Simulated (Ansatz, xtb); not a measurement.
## C5H7FO: 5 structures ranked

5 gas-phase structures of C5H7FO, from a drawn sample of its isomers (lower ones may exist). Each was relaxed with GFN2-xTB:

A. `CC1=C(O)C[C@@H]1F`, a singlet
B. `C[C@@H]1C(O)=C[C@@H]1F`, a singlet
C. `C[C@@H]1C(=O)C[C@@H]1F`, a singlet
D. `C[C@@H]1C(O)=C[C@H]1F`, a singlet
E. `C[C@@H]1C(=O)C[C@H]1F`, a singlet

Task: Estimate their order in r2SCAN-D4/def2-SVP energy at these geometries, lowest first.

Result: Calculated order at r2SCAN-D4/def2-SVP: E (0.0), C (0.3), A (12.6), B (13.5), D (15.6) kcal/mol. Less than 1 kcal/mol parts E and C; A and B, so the order within those pairs means little.

Energies above the lowest of each column, in kcal/mol; the last columns are at B3LYP/def2-SVP geometries:

| structure | GFN2-xTB | HF/STO-3G | r2SCAN-D4/def2-SVP | B3LYP/def2-SVP | CCSD(T)/def2-SVP + ΔMP2/def2-TZVPP |
| --- | --- | --- | --- | --- | --- |
| E | 0.0 | 0.0 | 0.0 | 0.0 | 0.0 |
| C | 1.3 | 0.6 | 0.3 | 0.7 | 0.6 |
| A | 12.9 | 23.3 | 12.6 | 12.9 | 11.5 |
| B | 15.0 | 25.7 | 13.5 | 14.3 | 12.7 |
| D | 15.1 | 26.8 | 15.6 | 16.1 | 13.7 |

Every level run on E puts it lowest or level with the lowest. Flexible structures stand in one conformer each, not always the lowest. The ΔMP2 step shifts differences by up to 3.8 kcal/mol, which makes them less sure. ΔMP2 is the change of the MP2 energy from the smaller to the larger basis.

Over these structures GFN2-xTB departs from r2SCAN-D4/def2-SVP by 0.6 kcal/mol on average once a common shift is removed. A GFN2-xTB relaxation took about 0.26 s and the r2SCAN-D4/def2-SVP energy about 5.1 s on a shared host (Ansatz 0.2.0, xtb 6.7.1).
